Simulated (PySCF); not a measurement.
C$_{4}$H$_{8}$N$_{2}$, singlet, at a GFN2-xTB geometry; DF-R2SCAN/def2-TZVPP in PySCF.

Input for PySCF:
```python
from pyscf import gto, scf, dft

mol = gto.Mole()
mol.atom = '''
    N     2.73741922    0.47728433    0.06774291
    C     1.86181670   -0.61349499   -0.00438942
    C     0.59351604   -0.54795461   -0.30147572
    C    -0.68096961   -0.47873679   -0.53633933
    C    -1.72096596   -0.19093488    0.51514268
    N    -2.55528099    0.92148879    0.07493720
    H     2.36893968    1.31324301   -0.36521794
    H     3.67386481    0.27026577   -0.24967075
    H     2.31228007   -1.55983536    0.27044161
    H    -1.08010115   -0.61793967   -1.53379745
    H    -1.22368500   -0.01651251    1.48371352
    H    -2.37462315   -1.06466742    0.61861006
    H    -3.28065761    1.11036400    0.75845905
    H    -1.99136848    1.76039817   -0.01892824
'''
mol.basis = 'def2-tzvpp'
mol.verbose = 4
mol.max_memory = 1800
mol.build()

mf = dft.RKS(mol)
mf.xc = 'r2scan'
mf = mf.density_fit(auxbasis='def2-universal-jkfit')
mf.kernel()
```

It wrote (shortened):

```
PySCF version 2.14.0

[INPUT] verbose = 4
[INPUT] num. atoms = 14
[INPUT] num. electrons = 46
[INPUT] charge = 0
[INPUT] spin (= nelec alpha-beta = 2S) = 0
[INPUT] symmetry False subgroup None
[INPUT] Mole.unit = angstrom
[INPUT] Symbol           X                Y                Z      unit          X                Y                Z       unit  Magmom
[INPUT]  1 N      2.737419220000   0.477284330000   0.067742910000 AA    5.172972613921   0.901936667247   0.128015546781 Bohr   0.0
[INPUT]  2 C      1.861816700000  -0.613494990000  -0.004389420000 AA    3.518323657142  -1.159337509893  -0.008294801646 Bohr   0.0
[INPUT]  3 C      0.593516040000  -0.547954610000  -0.301475720000 AA    1.121582766136  -1.035484141593  -0.569706544006 Bohr   0.0
[INPUT]  4 C     -0.680969610000  -0.478736790000  -0.536339330000 AA   -1.286846062052  -0.904681418853  -1.013534443533 Bohr   0.0
[INPUT]  5 C     -1.720965960000  -0.190934880000   0.515142680000 AA   -3.252154334099  -0.360814630827   0.973478580274 Bohr   0.0
[INPUT]  6 N     -2.555280990000   0.921488790000   0.074937200000 AA   -4.828781242407   1.741361439957   0.141610784542 Bohr   0.0
[INPUT]  7 H      2.368939680000   1.313243010000  -0.365217940000 AA    4.476647200815   2.481669623899  -0.690161882378 Bohr   0.0
[INPUT]  8 H      3.673864810000   0.270265770000  -0.249670750000 AA    6.942598309577   0.510728286145  -0.471809338815 Bohr   0.0
[INPUT]  9 H      2.312280070000  -1.559835360000   0.270441610000 AA    4.369576055590  -2.947661629812   0.511060575586 Bohr   0.0
[INPUT] 10 H     -1.080101150000  -0.617939670000  -1.533797450000 AA   -2.041095360328  -1.167736737804  -2.898457111056 Bohr   0.0
[INPUT] 11 H     -1.223685000000  -0.016512510000   1.483713520000 AA   -2.312429512738  -0.031204121529   2.803812200114 Bohr   0.0
[INPUT] 12 H     -2.374623150000  -1.064667420000   0.618610060000 AA   -4.487387402552  -2.011929837547   1.169003591301 Bohr   0.0
[INPUT] 13 H     -3.280657610000   1.110364000000   0.758459050000 AA   -6.199544391370   2.098283858577   1.433279881198 Bohr   0.0
[INPUT] 14 H     -1.991368480000   1.760398170000  -0.018928240000 AA   -3.763141040291   3.326670411486  -0.035769189620 Bohr   0.0

nuclear repulsion = 212.469604546052
number of shells = 114
number of NR pGTOs = 404
number of NR cGTOs = 298
basis = def2-tzvpp
ecp = {}

******** <class 'pyscf.df.df_jk.DFRKS'> ********
method = DFRKS
initial guess = minao
damping factor = 0
level_shift factor = 0
DIIS = <class 'pyscf.scf.diis.CDIIS'>
diis_start_cycle = 1
diis_space = 8
diis_damp = 0
SCF conv_tol = 1e-09
SCF conv_tol_grad = None
SCF max_cycles = 50
direct_scf = False
XC library pyscf.dft.libxc version 7.1.2
    S. Lehtola, C. Steigemann, M. J. T. Oliveira, and M. A. L. Marques,  SoftwareX 7, 1–5 (2018)
XC functionals = r2scan
    J. W. Furness, A. D. Kaplan, J. Ning, J. P. Perdew, and J. Sun,  J. Phys. Chem. Lett. 11, 8208–8215 (2020)
    J. W. Furness, A. D. Kaplan, J. Ning, J. P. Perdew, and J. Sun,  J. Phys. Chem. Lett. 11, 9248–9248 (2020)
    J. W. Furness, A. D. Kaplan, J. Ning, J. P. Perdew, and J. Sun,  J. Phys. Chem. Lett. 11, 8208–8215 (2020)
    J. W. Furness, A. D. Kaplan, J. Ning, J. P. Perdew, and J. Sun,  J. Phys. Chem. Lett. 11, 9248–9248 (2020)
radial grids:
    Treutler-Ahlrichs [JCP 102, 346 (1995); DOI:10.1063/1.469408] (M4) radial grids

becke partition: Becke, JCP 88, 2547 (1988); DOI:10.1063/1.454033
pruning grids: <function nwchem_prune>
grids dens level: 3
symmetrized grids: False
atomic radii adjust function: <function treutler_atomic_radii_adjust>
small_rho_cutoff = 0
Set gradient conv threshold to 3.16228e-05
Initial guess from minao.
tot grids = 162744
init E= -267.143134494687
  HOMO = -0.263130386420428  LUMO = -0.0925186016473361  gap/eV = 4.64258
cycle= 1 E= -266.538581633748  delta_E= 0.605  |g|= 0.563  |ddm|= 2.89
  HOMO = -0.1078487095354  LUMO = 0.0426424472976547  gap/eV = 4.09507
cycle= 2 E= -266.465614356974  delta_E= 0.073  |g|= 0.794  |ddm|= 1.95
  HOMO = -0.175652123274865  LUMO = -0.0153034229845304  gap/eV = 4.36331
cycle= 3 E= -266.61606325929  delta_E= -0.15  |g|= 0.12  |ddm|= 1.24
  HOMO = -0.18487416018865  LUMO = -0.0154898164230622  gap/eV = 4.60918
cycle= 4 E= -266.618591482172  delta_E= -0.00253  |g|= 0.0675  |ddm|= 0.182
  HOMO = -0.181902531335177  LUMO = -0.0170827587595084  gap/eV = 4.48497
cycle= 5 E= -266.619702207053  delta_E= -0.00111  |g|= 0.021  |ddm|= 0.0733
  HOMO = -0.181788846199618  LUMO = -0.0157501106397296  gap/eV = 4.51814
cycle= 6 E= -266.619808857538  delta_E= -0.000107  |g|= 0.00484  |ddm|= 0.0256
  HOMO = -0.182063692309972  LUMO = -0.0161883904127178  gap/eV = 4.51370
cycle= 7 E= -266.619814268443  delta_E= -5.41e-06  |g|= 0.00134  |ddm|= 0.00539
  HOMO = -0.1821659745724  LUMO = -0.0162583351939848  gap/eV = 4.51458
cycle= 8 E= -266.619814571326  delta_E= -3.03e-07  |g|= 0.000818  |ddm|= 0.00194
  HOMO = -0.182137866543963  LUMO = -0.0162407862402961  gap/eV = 4.51429
cycle= 9 E= -266.61981473408  delta_E= -1.63e-07  |g|= 0.000192  |ddm|= 0.000922
  HOMO = -0.182153966096635  LUMO = -0.0162494149522998  gap/eV = 4.51449
cycle= 10 E= -266.619814743014  delta_E= -8.93e-09  |g|= 4.95e-05  |ddm|= 0.000343
  HOMO = -0.182153549249767  LUMO = -0.016251428978684  gap/eV = 4.51443
cycle= 11 E= -266.619814743368  delta_E= -3.54e-10  |g|= 2.94e-05  |ddm|= 6.35e-05
  HOMO = -0.182151083255323  LUMO = -0.0162472472435759  gap/eV = 4.51447
Extra cycle  E= -266.619814743114  delta_E= 2.54e-10  |g|= 4.53e-05  |ddm|= 6.6e-05
converged SCF energy = -266.619814743114
```
